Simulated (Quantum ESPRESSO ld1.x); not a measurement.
Problem. Species: Nd XXVII. Configuration: [Ar] 3d10 4s2 4p4. Method: Dirac Kohn-Sham, revPBE, spin-unpolarised, spherical densities, point nucleus; open shells are shared between the two j in proportion to 2j + 1; computed with ld1.x of Quantum ESPRESSO 7.5.

Spin-orbit splittings of the eigenvalues, e(l+1/2) - e(l-1/2), with zeta = 2 splitting/(2l+1) and mean radii in bohr:

| shell | occ. | splitting (eV) | zeta (eV) | <r> j=l-1/2 | <r> j=l+1/2 |
|---|---|---|---|---|---|
| 2p | 6 | 521.1 | 347.4 | 0.08412 | 0.09051 |
| 3p | 6 | 106.8 | 71.20 | 0.2524 | 0.2643 |
| 3d | 10 | 23.40 | 9.360 | 0.2349 | 0.2386 |
| 4p | 4 | 30.64 | 20.43 | 0.5526 | 0.5706 |
| 4d | 0 | 6.462 | 2.585 | 0.5697 | 0.5748 |
| 4f | 0 | 1.460 | 0.4171 | 0.5520 | 0.5540 |
| 5p | 0 | ? | ? | 0.9764 | 1.000 |

Estimate the 5p splitting.

Solution. 12.75 eV (zeta = 8.498 eV).
